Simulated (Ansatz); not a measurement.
Compare A (`F[SiH2]OC[SiH3]`) with its isomer B (`OC(F)[SiH2][SiH3]`).

Computed with Ansatz on PBE0-D4/def2-TZVP structures; ΔE is electronic, products minus reactants. CCSD(T)/CBS is the MP2 limit (def2-TZVPP, def2-QZVPP) plus CCSD(T) − MP2 in def2-TZVPP, frozen cores. Functionals use def2-TZVPP. B3LYP here is the variant with VWN-RPA as its local correlation; programs differ in this. One conformer a species, not always the lowest.

A:

```xyz
12

F    -2.490   -1.829    0.020
Si   -1.407   -1.292    1.064
O    -0.089   -0.731    0.294
C    -0.070    0.453   -0.499
Si    1.721    1.013   -0.727
H    -0.963   -2.424    1.897
H    -2.071   -0.202    1.818
H    -0.533    0.260   -1.474
H    -0.653    1.253   -0.022
H     2.325    1.313    0.596
H     2.502   -0.054   -1.401
H     1.728    2.242   -1.566
```

B:

```xyz
12

O    -1.9749    1.5935   -0.4452
C    -1.3225    0.3903   -0.3031
F    -1.2314   -0.2522   -1.5431
Si    0.4506    0.6998    0.3597
Si    1.6676   -1.2946    0.2398
H    -2.9083    1.4350   -0.6235
H    -1.8854   -0.3058    0.3345
H     1.0731    1.7720   -0.4585
H     0.3318    1.1562    1.7712
H     0.9201   -2.3821    0.9284
H     2.9830   -1.1260    0.9146
H     1.8963   -1.6861   -1.1749
```

(1) Which isomer does CCSD(T)/CBS put lower? Give the gap. (Best estimate.)

(2) Give E(B) − E(A) in kcal/mol with ωB97M-V, CCSD/def2-TZVPP, PBE0-D4, r2SCAN-D4, B3LYP-D4, HF/def2-TZVPP, B2PLYP. (Best estimate.)

Largest T1 diagnostic: 0.013.

Results:

(1) Ansatz gave: A, by 71.3 kcal/mol.

(2) The calculation gave: ωB97M-V 69.7, CCSD/def2-TZVPP 71.5, PBE0-D4 63.6, r2SCAN-D4 67.1, B3LYP-D4 68.8, HF/def2-TZVPP 76.4, B2PLYP 71.6. None reverses the order clearly.

From PBE to PBE0 (25 % exact exchange), in def2-TZVPP and without D4, E(B) − E(A) moves by +3.4 kcal/mol. In def2-TZVPP, CCSD(T) changes the Hartree–Fock value by −6.1 kcal/mol (the triples alone add −1.2 kcal/mol) and MP2 by −1.8 kcal/mol.
